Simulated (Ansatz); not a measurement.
In4Sb4H14⁺, a cluster cut from wurtzite InSb (hydrogen-capped), relaxed as a doublet with UKS r2SCAN-D4/def2-SVP in Ansatz, starting from the r2SCAN-D4/def2-SVP geometry of the neutral singlet. Force threshold 0.03 eV/Å.

In the def2 sets In, Sb take a core potential; there is no spin–orbit coupling.

Start:

Cartesian coordinates in Å:
```
In -1.878 -0.924 2.507
Sb -0.265 1.555 2.315
In 1.562 -2.850 -0.333
Sb -1.120 -1.907 -0.064
Sb 2.790 -0.155 -0.222
In 1.341 2.282 0.075
In -2.231 -0.556 -2.321
Sb -0.591 1.888 -1.985
H -1.072 -1.782 3.768
H -3.489 -0.307 2.490
H 0.782 1.757 3.644
H -1.182 2.956 2.628
H 2.124 -3.562 1.134
H 1.895 -3.333 -1.955
H -1.984 -3.379 -0.113
H 4.011 -0.045 0.961
H 3.825 0.147 -1.540
H 2.214 3.768 0.124
H -3.819 0.025 -1.980
H -1.619 -1.201 -3.799
H -1.536 3.304 -1.927
H 0.242 2.317 -3.408
```

Problem. Estimate the energy that the relaxation releases and the steps that it takes.

Solution. 0.63 eV, in 20 steps; 85 s on 2 threads of AMD EPYC 7R13 on a shared host and a share (18 GiB) of an NVIDIA H100 80GB HBM3. The force fell under the threshold at step 14, but the optimiser went on and released 0.006 eV more. No frequencies were taken in this run, so the end may be a saddle point.

Problem. Does the start keep its bonding and symmetry?

Solution. By distances, no bond broke or formed. The bond that changes most is Sb4–In7, from 2.86 to 3.05 Å (atoms count from 1).

Problem. Predict the relaxed structure.

Solution. 
Cartesian coordinates in Å:
```
In -2.232 -0.574 2.250
Sb -0.238 1.536 2.305
In 1.948 -2.849 -0.473
Sb -0.847 -2.038 -0.013
Sb 2.955 -0.094 -0.222
In 1.394 2.265 0.066
In -2.493 -0.371 -1.971
Sb -0.612 1.830 -1.944
H -1.736 -1.788 3.358
H -3.683 0.120 1.684
H 0.813 1.283 3.613
H -0.950 2.967 2.873
H 2.414 -3.619 0.979
H 2.000 -3.156 -2.154
H -1.740 -3.492 -0.032
H 4.076 0.032 1.046
H 4.034 0.289 -1.476
H 2.120 3.816 0.085
H -3.946 0.137 -1.244
H -1.973 -1.467 -3.189
H -1.474 3.284 -2.093
H 0.170 1.887 -3.449
```
Bond lengths (bridged metal pairs left out): 9 × In–Sb 2.84 to 3.05 Å; 7 × H–In 1.70 to 1.72 Å; 7 × H–Sb 1.70 to 1.71 Å.
